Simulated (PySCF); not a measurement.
GeH₅Si, SMILES [SiH2][GeH3], multiplicity 2.

Geometry: B3LYP-D3(BJ)/def2-TZVP. The isomer is the one that the SMILES or the coordinates give; other isomers of the formula were not compared.

Calculation: B3LYP-D3(BJ)/def2-TZVP (PySCF).

Frequencies are harmonic and unscaled.

```csv
mode,ν (cm⁻¹),IR (km/mol),moving atoms (share of kinetic energy)
1,116,0.2,H 99 %
2,348,0.9,"Si 67 %, Ge 28 %"
3,372,16.0,H 99 %
4,390,15.7,H 97 %
5,585,24.5,"H 87 %, Si 11 %"
6,597,0.5,H 90 %
7,795,287.0,H 97 %
8,881,30.2,H 99 %
9,882,35.7,H 99 %
10,926,77.3,H 96 %
11,2096,106.1,H 99 %
12,2128,92.0,H 99 %
13,2133,96.9,H 98 %
14,2184,77.2,H 98 %
15,2211,112.7,H 96 %
```
